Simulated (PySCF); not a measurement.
Species: `O=CC#CCN[SiH3]`. The columns A, B, C and D hold Mulliken, IAO, Hirshfeld and ESP-fitted charges (e) of one PBE0/pcSseg-1 density (PySCF), in a shuffled order. Coordinates in Å (GFN2-xTB); the density's dipole moment is (-1.24, -2.44, 1.44) D.

```json
{"atom": "O1", "x": "3.341", "y": "1.564", "z": "-0.830", "A": "-0.368", "B": "-0.430", "C": "-0.218", "D": "-0.338"}
{"atom": "C2", "x": "3.199", "y": "0.709", "z": "0.004", "A": "+0.242", "B": "+0.501", "C": "+0.127", "D": "+0.192"}
{"atom": "C3", "x": "1.979", "y": "0.039", "z": "0.306", "A": "-0.113", "B": "-0.126", "C": "-0.064", "D": "-0.143"}
{"atom": "C4", "x": "0.955", "y": "-0.534", "z": "0.589", "A": "-0.001", "B": "-0.162", "C": "-0.009", "D": "+0.011"}
{"atom": "C5", "x": "-0.318", "y": "-1.186", "z": "0.826", "A": "-0.160", "B": "+0.155", "C": "-0.002", "D": "+0.012"}
{"atom": "N6", "x": "-1.374", "y": "-0.711", "z": "-0.038", "A": "-0.666", "B": "-0.804", "C": "-0.240", "D": "-0.653"}
{"atom": "Si7", "x": "-2.268", "y": "0.727", "z": "0.300", "A": "+0.749", "B": "+0.513", "C": "+0.350", "D": "+0.619"}
{"atom": "H8", "x": "4.043", "y": "0.356", "z": "0.632", "A": "+0.117", "B": "-0.011", "C": "+0.049", "D": "+0.097"}
{"atom": "H9", "x": "-0.182", "y": "-2.268", "z": "0.692", "A": "+0.174", "B": "+0.095", "C": "+0.063", "D": "+0.160"}
{"atom": "H10", "x": "-0.615", "y": "-1.007", "z": "1.864", "A": "+0.173", "B": "+0.128", "C": "+0.065", "D": "+0.156"}
{"atom": "H11", "x": "-1.174", "y": "-0.914", "z": "-1.006", "A": "+0.261", "B": "+0.422", "C": "+0.118", "D": "+0.199"}
{"atom": "H12", "x": "-1.491", "y": "1.972", "z": "0.285", "A": "-0.151", "B": "-0.091", "C": "-0.086", "D": "-0.098"}
{"atom": "H13", "x": "-2.801", "y": "0.514", "z": "1.647", "A": "-0.136", "B": "-0.089", "C": "-0.080", "D": "-0.110"}
{"atom": "H14", "x": "-3.296", "y": "0.738", "z": "-0.735", "A": "-0.121", "B": "-0.101", "C": "-0.073", "D": "-0.104"}
```

**Question.** Which column most likely holds the ESP-fitted charges?

**Answer.** B. Σ q r misses the density's dipole by 0.06 D (B), 0.72 D (C), 1.07 D (A), 1.73 D (D). Charges fitted to the outside potential are the only set here that is tied to the molecule's multipoles.

**Question.** And the Hirshfeld charges?

**Answer.** C. The mean sizes are 0.110 e (C), 0.207 e (D), 0.245 e (A), 0.259 e (B), and Hirshfeld charges are commonly the smallest of these schemes.

As computed, A = IAO, B = ESP-fitted, C = Hirshfeld, D = Mulliken. Hydrogens on carbon: IAO +0.12 to +0.17, ESP-fitted -0.01 to +0.13, Hirshfeld +0.05 to +0.06, Mulliken +0.10 to +0.16 e.

The Hirshfeld scheme divides the density at each point in proportion to the densities of the neutral, spherically averaged free atoms. The IAO scheme projects the occupied orbitals on a minimal set of polarised atomic orbitals and counts the electrons in each atom's part of it.

The structure is a single GFN2-xTB conformer in the gas phase; no vibrational or solvent corrections.

The run behind these numbers computed NMR shieldings as well. Time: 48 s wall (with the writing of density and orbital grids); peak memory 0.72 GiB. Hardware: Arm Neoverse N1, one thread (shared host).

Shape of the structure used: `[O:1]=[CH:2][C:3]#[C:4][CH2:5][NH:6][SiH3:7]`: C4–C5–N6–Si7 -83°.
